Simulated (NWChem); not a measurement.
System: C2H5BO; SMILES C=CBO

NWChem input:

```
start job
memory heap 200 mb stack 900 mb global 1100 mb
geometry units angstroms noautoz
  B     -0.457378     0.634633     0.001500
  H     -1.653651     0.566569     0.003375
  C      0.419675    -0.649924     0.001824
  C     -0.129496    -1.874921    -0.001366
  H      1.513010    -0.586791     0.003958
  H      0.459087    -2.791158    -0.002133
  H     -1.210445    -2.004143    -0.003454
  O      0.058613     1.895032    -0.001175
  H      1.028693     1.899591    -0.002719
end
basis spherical
  * library def2-svp
end
dft
  xc xwpbe 1.00 cpbe96 1.0 hfexch 1.00
  cam 0.35 cam_alpha 0.0 cam_beta 1.0
  iterations 150
  vectors input atomic output neutral.movecs
end
task dft energy
charge 1
dft
  odft
  mult 2
  vectors input atomic output cation.movecs
end
task dft energy
```

Coordinates come from a B3LYP/6-31G* (spherical d) optimisation.

Ions are spin-unrestricted doublets at the neutral geometry; other ion states weren't tried. Functional: LC-ωPBE (HJS hole) with def2-SVP; the question gives the range parameter ω in 1/bohr.

### Question
What results follow from this input? (LC-wPBE (HJS exchange hole, range parameter 0.35 per bohr)/def2-SVP, vertical spin-unrestricted ions.) Quantities: vertical ionisation energy, ΔSCF (eV); −ε(HOMO) (eV).

### Answer
- vertical ionisation energy, ΔSCF (eV): 11.20
- −ε(HOMO) (eV): 10.62
